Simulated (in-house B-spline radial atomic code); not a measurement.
Successive ionisation energies of tin; each step leads to the configuration of the next row (after the last: [Ar] 3d10 4s2 4p4). Dirac energy differences include first-order Breit, QED and recoil terms. NIST's values go from ground level to ground level; the uncertainty of those that are theory runs from under 0.1 % in few-electron ions to several per cent in heavy many-electron ones. Computed with an all-electron radial atomic-structure program (B-spline basis): Dirac-Hartree-Fock, average of the configuration, finite nuclei.

| ion | configuration | ionisation energy (eV) | tabulated value (eV) | computed minus tabulated (eV) | highest orbital | largest mean radius (bohr) |
| --- | --- | --- | --- | --- | --- | --- |
| Sn | [Kr] 4d10 5s2 5p2 | 6.4 | 7.343918 | -1.0 | 5p3/2 | 3.3059 |
| Sn+ | [Kr] 4d10 5s2 5p1 | 13.6 | 14.63307 | -1.0 | 5p3/2 | 2.9741 |
| Sn2+ | [Kr] 4d10 5s2 | 28.5 | 30.506 | -2.0 | 5s1/2 | 2.2828 |
| Sn3+ | [Kr] 4d10 5s1 | 39.2 | 40.74 | -1.5 | 5s1/2 | 2.177 |
| Sn4+ | [Kr] 4d10 | 75.5 | 77.03 | -1.5 | 4d5/2 | 1.0705 |
| Sn5+ | [Kr] 4d9 | 95.0 | 94 | 1.0 | 4d5/2 | 1.0386 |
| Sn6+ | [Kr] 4d8 | 115.5 | 112.9 | 2.6 | 4d5/2 | 1.0105 |
| Sn7+ | [Kr] 4d7 | 136.8 | 135 | 1.8 | 4d5/2 | 0.98506 |
| Sn8+ | [Kr] 4d6 | 159.0 | 156 | 3.0 | 4d5/2 | 0.96177 |
| Sn9+ | [Kr] 4d5 | 182.0 | 184 | -2.0 | 4d5/2 | 0.94024 |
| Sn10+ | [Kr] 4d4 | 205.7 | 208 | -2.3 | 4d5/2 | 0.9202 |
| Sn11+ | [Kr] 4d3 | 230.3 | 232 | -1.7 | 4d5/2 | 0.90142 |
| Sn12+ | [Kr] 4d2 | 255.5 | 258 | -2.5 | 4d5/2 | 0.88374 |
| Sn13+ | [Kr] 4d1 | 281.5 | 282 | -0.5 | 4d5/2 | 0.86703 |
| Sn14+ | [Ar] 3d10 4s2 4p6 | 382.6 | 379 | 3.6 | 4p3/2 | 0.80054 |
| Sn15+ | [Ar] 3d10 4s2 4p5 | 411.0 | 407 | 4.0 | 4p3/2 | 0.79024 |

(1) Where is the largest jump?

Where a p, d or f electron is removed, the computed value is a mean over both j, so it misses the tabulated one by a part of the spin-orbit splitting; averaging over terms and missing correlation add to the gap, relatively most at low charge.

## Answers

(1) From Sn to Sn+, by a factor of 2.14 (6.3658 to 13.645 eV); the highest orbital goes from 5p3/2 to 5p3/2.
